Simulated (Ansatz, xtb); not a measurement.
Relative energy of two isomers of C5H9FSe

Structure X is `C[C@@H]1CC[C@@H](F)[Se]1`, a singlet and structure Y is `F[C@@H]1CCC[Se]C1`, a singlet. Both are isolated molecules in the gas phase, relaxed with PBE0-D3(BJ)/def2-SVP; the shapes shown needn't be the lowest conformers.

X (Å):

| atom | x (Å) | y (Å) | z (Å) |
| --- | --- | --- | --- |
| C | -1.3630 | 2.4613 | 2.0105 |
| C | -0.4061 | 1.3100 | 1.7556 |
| C | -0.3586 | 0.8470 | 0.2992 |
| C | -1.4975 | -0.1358 | 0.0605 |
| C | -1.3761 | -1.2269 | 1.1027 |
| F | -0.3811 | -2.1018 | 0.7432 |
| Se | -0.9349 | -0.3091 | 2.7737 |
| H | -1.4224 | 2.7061 | 3.0810 |
| H | -1.0233 | 3.3651 | 1.4769 |
| H | -2.3823 | 2.2231 | 1.6703 |
| H | 0.6022 | 1.5783 | 2.1035 |
| H | 0.5942 | 0.3305 | 0.1057 |
| H | -0.4138 | 1.7121 | -0.3816 |
| H | -2.4759 | 0.3587 | 0.1686 |
| H | -1.4587 | -0.5879 | -0.9433 |
| H | -2.2998 | -1.8077 | 1.2475 |

Y (Å):

```xyz
16

C    -0.8438    1.5043    2.1069
C    -0.5704    1.6945    0.6198
C    -0.9094    0.4943   -0.2687
C    -2.1209   -0.2869    0.2112
C    -0.5364    0.1147    2.6248
F    -2.1713    1.7971    2.3630
Se   -1.7259   -1.2508    1.8704
H    -0.2455    2.2362    2.6792
H     0.4891    1.9655    0.4866
H    -1.1554    2.5778    0.3175
H    -1.0837    0.8497   -1.2980
H    -0.0501   -0.1947   -0.3238
H    -2.9819    0.3742    0.3868
H    -2.4118   -1.0615   -0.5121
H     0.5111   -0.1354    2.3993
H    -0.6746    0.0754    3.7142
```

Energies in hartree; the thermal terms are from GFN2-xTB frequencies at re-optimised GFN2-xTB minima (ideal gas, soft modes damped towards free rotors, one conformer each, 298.15 K, 1 atm) and include the zero-point energy:

|  | X | Y |
| --- | --- | --- |
| E, CCSD(T)/def2-SVP | −2694.554166 | −2694.549349 |
| E, MP2/def2-SVP | −2694.460841 | −2694.454925 |
| E, MP2/def2-TZVPP | −2695.354640 | −2695.347222 |
| zero-point energy | 0.129534 | 0.129967 |
| H(298 K) − E | 0.138244 | 0.138245 |
| G(298 K) − E | 0.096632 | 0.097443 |

Task: Correct the CCSD(T) difference for the basis set by the MP2 change, then work out ΔE, ΔE₀, ΔH and ΔG for X → Y in kJ/mol (1 Eh = 2625.50 kJ/mol) and the equilibrium ratio [Y]/[X].

Result: 1. Differences Y − X: CCSD(T) +0.004817, MP2 in the small set +0.005916, MP2 in the large set +0.007418 Eh.
2. ΔE = +0.004817 + (+0.007418 − (+0.005916)) = +0.006319 Eh = +16.59 kJ/mol.
3. ΔE₀ = ΔE + ΔZPE = +0.006319 + (+0.000433) Eh = +17.73 kJ/mol.
4. ΔH = ΔE + (+0.000001) Eh = +16.59 kJ/mol.
5. ΔG = ΔE + (+0.000811) Eh = +18.72 kJ/mol, so ΔS = (ΔH − ΔG)/T = −7.1 J/(mol K).
6. kT = 0.9442 mEh, so K = [Y]/[X] = exp(−ΔG/kT) = exp(−7.55) ≈ 5.3 × 10^−4.

Structure X is favoured at this temperature. An error of 4 kJ/mol in ΔG would change K by a factor of 5. Mirror images and further conformers aren't counted.

As drawn, both hold the same kinds of bond in the same numbers. Structure X has 1 methyl group, Y 0. Structure X has a 5-membered ring, Y a 6-membered ring.

Other levels gave ΔE = +14.7 (GFN2-xTB); +14.2 (HF/STO-3G, GFN2-xTB geometries); +13.4 (r2SCAN-D4/def2-SVP, GFN2-xTB geometries); +11.1 (PBE0-D3(BJ)/def2-SVP); +4.2 (HF/def2-SVP); +15.5 (MP2/def2-SVP); +12.6 (CCSD(T)/def2-SVP) kJ/mol. The correlated steps freeze 15 core orbitals; the filled d shell of Se is correlated, in a basis made for valence electrons. Programs: Ansatz 0.2.0, xtb 6.7.1.
